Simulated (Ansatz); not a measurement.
Scan of H2Be, singlet: symmetric bend, bond length relaxed. Scanned: H-Be-H angle. Other coordinates (Be-H bond length) were minimised at B3LYP/def2-TZVP.

Calculation: full CI/cc-pVQZ, frozen core run with Ansatz (a program for electronic structure).

Scanned values (°): 180, 169.02, 160.30, 151.98, 137.79, 132.37, 121.56, 110.79, 99.75, 91.34, 78.76, 68.02, 60.

Q: At which scan points does the profile have its minima and maxima, and how high do they lie?

A: Lower than their neighbours: 180° (0.000 eV, end of the scan). Higher than their neighbours: 60° (3.823 eV, end of the scan). The whole profile spans 3.823 eV.
